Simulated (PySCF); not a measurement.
Cost of excited-state runs on `C=CC#C[C+](C)C`, [C7H9]+, charge +1

Geometry (Å), atoms numbered from 1 in this order:
```xyz
16

C     3.5453    0.4444    0.2504
C     2.6442    0.0578   -0.6702
C     1.2805    0.1049   -0.4277
C     0.0727    0.1360   -0.2199
C    -1.2702    0.1655    0.0157
C    -2.2070   -0.2176   -1.0396
C    -1.7688    0.5778    1.3293
H     3.2461    0.8135    1.2190
H     4.6025    0.3992    0.0477
H     2.9499   -0.3087   -1.6427
H    -3.0552   -0.7669   -0.6292
H    -2.6302    0.6988   -1.4680
H    -1.7341   -0.7721   -1.8467
H    -1.1182    1.3088    1.8076
H    -1.7704   -0.3019    1.9839
H    -2.7947    0.9371    1.2788
```

Total charge +1.

PySCF with density fitting, on 1 thread of an AMD EPYC 9R45 96-Core, shared host. Command: `OMP_NUM_THREADS=1 python excited_run.py task.json out`

How long does this run take, and how much memory?
- magnetisability and related constants, HF/pcSseg-1; isotopologues; writes grids


```
                                  run        level  basis functions  wall time  peak memory (GiB)
magnetisability and related constants  HF/pcSseg-1              164       11 s               0.73
```
Times from a shared host are rough.
